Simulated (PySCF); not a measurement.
Mg(H)(OMe) (CH₄MgO), SMILES C[O][MgH]. Atoms are numbered in the order given.

```xyz
7

Mg     0.0000     0.0000     1.4009
H      0.0000     0.0000     3.0858
O      0.0000     0.0000    -0.3655
C      0.0000     0.0000    -1.7512
H     -0.8846    -0.5107    -2.1548
H      0.0000     1.0215    -2.1548
H      0.8846    -0.5107    -2.1548
```
Charge 0, spin multiplicity 1.

Geometry: B3LYP-D3(BJ)/def2-TZVP.

Method: TDA-B3LYP/def2-SVPD in PySCF.

Vertical excitations; the highest root listed may be one member of a degenerate set. Isolated molecule, no solvent. State labels are in the subgroup Cs.

Computed UV-visible absorptions:
```
state  symmetry  energy (eV)  λ (nm)      f                                     main pairs
-----  --------  -----------  ------  -----  ---------------------------------------------
S1           A"         5.03     246  0.018                   HOMO−1→LUMO (degenerate set)
S2           A'         5.03     246  0.018                     HOMO→LUMO (degenerate set)
S3           A'         5.54     224  0.001    HOMO−1→LUMO+1, HOMO→LUMO+2 (degenerate set)
S4           A"         5.54     224  0.001    HOMO−1→LUMO+2, HOMO→LUMO+1 (degenerate set)
S5           A"         5.54     224  0.000           HOMO→LUMO+1 49 %, HOMO−1→LUMO+2 49 %
S6           A'         6.03     206  0.090           HOMO→LUMO+2 48 %, HOMO−1→LUMO+1 48 %
S7           A"         6.67     186  0.204                 HOMO−2→LUMO+1 (degenerate set)
S8           A'         6.67     186  0.204                 HOMO−2→LUMO+2 (degenerate set)
S9           A'         6.79     183  0.056      HOMO→LUMO+3, HOMO→LUMO+4 (degenerate set)
S10          A"         6.79     183  0.056  HOMO−1→LUMO+3, HOMO−1→LUMO+4 (degenerate set)
T1           A"         4.81     258      0                   HOMO−1→LUMO (degenerate set)
T2           A'         4.81     258      0                     HOMO→LUMO (degenerate set)
T3           A'         5.18     239      0                               HOMO−2→LUMO 92 %
T4           A'         5.35     232      0           HOMO→LUMO+2 47 %, HOMO−1→LUMO+1 47 %
```
Triplets are in the Tamm–Dancoff approximation.
